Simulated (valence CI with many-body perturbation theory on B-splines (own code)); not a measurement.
**Zn16+: one-electron terms**

Calculated by configuration interaction combined with many-body perturbation theory (CI+MBPT): four valence electrons over a frozen Dirac-Fock core [Ne], radial functions for each j: 11 s, 11 p, 10 d, 8 f, 5 g, 2 h, with the one-electron correlation potential Σ1 (screened to all orders), the two-electron term Σ2, the three-electron term Σ3, Breit, model QED; selected single and double excitations, second order for the rest, scaled by the run's own slope (own B-spline code, finite nucleus).

No measured spectrum was set against this ion. As an estimate, levels of excited configurations hold to 0.05 to 0.15 % of their energy, terms of the ground configuration to about 0.5 %. Among the levels kept, up to 820 cm⁻¹ of a level comes from second order outside the variational space, and about a tenth of that is noise between levels of different J, which matters for small intervals.

These are the spectroscopic orbitals of the CI (the correlating ones are not listed), shaped by the core and the other valence electrons. h is the expectation value of the core's Dirac-Fock operator, without the valence repulsion; Σ1 is computed up to l = 3 at one energy for each symmetry, that of its lowest orbital but kept below the first core excitation, so for empty shells it is not the orbital's own correlation shift; Breit and QED include the response of the core.

```csv
Orbital,h (hartree),Σ1 (cm⁻¹),Breit (cm⁻¹),QED (cm⁻¹),⟨r⟩ (bohr)
3s1/2,-27.042,-5391,1579,1063,0.5800
4s1/2,-14.348,-1655,575,395,1.116
5s1/2,-8.872,-719,264,183,1.838
6s1/2,-6.0279,-383,144,100,2.732
7s1/2,-4.3614,-229,87.3,60.9,3.803
8s1/2,-3.3015,-148,56.9,39.7,5.049
3p1/2,-25.446,-6344,2515,-82.4,0.5694
4p1/2,-13.689,-1945,922,-29.4,1.130
5p1/2,-8.5467,-870,438,-13.8,1.870
6p1/2,-5.8436,-470,243,-7.7,2.784
7p1/2,-4.2471,-284,149,-4.7,3.874
8p1/2,-3.2258,-185,98.0,-3.1,5.139
3p3/2,-25.245,-6175,1560,6.2,0.5747
4p3/2,-13.61,-1908,563,3.0,1.137
5p3/2,-8.5077,-856,271,1.5,1.879
6p3/2,-5.8216,-463,150,0.9,2.795
7p3/2,-4.2334,-280,91.8,0.6,3.886
8p3/2,-3.2168,-182,60.3,0.4,5.154
3d3/2,-23.091,-7147,926,-48.7,0.5223
4d3/2,-12.789,-1922,332,-17.1,1.120
5d3/2,-8.1097,-849,160,-8.2,1.887
6d3/2,-5.5977,-456,89.3,-4.6,2.830
7d3/2,-4.0949,-275,55.0,-2.8,3.949
3d5/2,-23.056,-7023,375,-26.8,0.5236
4d5/2,-12.773,-1887,134,-8.7,1.121
5d5/2,-8.1018,-833,64.8,-4.0,1.890
6d5/2,-5.5932,-448,36.2,-2.2,2.833
7d5/2,-4.092,-270,22.3,-1.3,3.952
4f5/2,-12.372,-1146,14.9,-2.9,1.015
5f5/2,-7.8999,-588,10.7,-1.7,1.802
6f5/2,-5.4777,-339,7.1,-1.1,2.763
7f5/2,-4.02,-212,4.8,-0.7,3.900
4f7/2,-12.367,-1139,0.1,0.1,1.016
5f7/2,-7.897,-583,0.1,-0.2,1.803
6f7/2,-5.4761,-336,0.1,-0.2,2.764
7f7/2,-4.019,-211,0.0,-0.1,3.901
5g7/2,-7.8373,,0.2,-0.5,1.608
6g7/2,-5.4439,,0.2,-0.3,2.574
7g7/2,-3.9993,,0.1,-0.2,3.717
5g9/2,-7.8357,,0.0,0.3,1.608
6g9/2,-5.443,,0.0,0.2,2.574
7g9/2,-3.9987,,0.0,0.1,3.718
6h9/2,-5.4327,,,,2.292
6h11/2,-5.4321,,,,2.293
```

Among the shells of the start configuration 3s2 3p2, Σ1 is largest in size for 3p1/2, where it is 0.11 % of h.

Lowest root of each symmetry, sizes in configuration state functions:

| J | Parity | Roots | Reference | Variational | Second order | Change by selected CI (cm⁻¹) | Change by second order (cm⁻¹) |
| --- | --- | --- | --- | --- | --- | --- | --- |
| 0 | even | 12 | 58 | 25714 | 154806 | -6575 | -2 |
| 1 | even | 17 | 117 | 31991 | 408966 | -6235 | -73 |
| 2 | even | 24 | 154 | 31979 | 578315 | -6509 | -116 |
| 3 | even | 15 | 115 | 31970 | 637223 | -5454 | -94 |
| 4 | even | 10 | 75 | 31821 | 627883 | -5439 | -77 |
| 5 | even | 3 | 27 | 32176 | 344178 | -5589 | -33 |
| 0 | odd | 9 | 57 | 24812 | 103007 | -7431 | -3 |
| 1 | odd | 22 | 150 | 31990 | 364937 | -6024 | -79 |
| 2 | odd | 27 | 182 | 31998 | 570213 | -3179 | -90 |
| 3 | odd | 23 | 156 | 31965 | 648676 | -5702 | -249 |
| 4 | odd | 15 | 101 | 32000 | 585184 | -7813 | -277 |
| 5 | odd | 6 | 48 | 32146 | 472182 | -10013 | -140 |
| 6 | odd | 2 | 16 | 29155 | 346868 | -7600 | -17 |
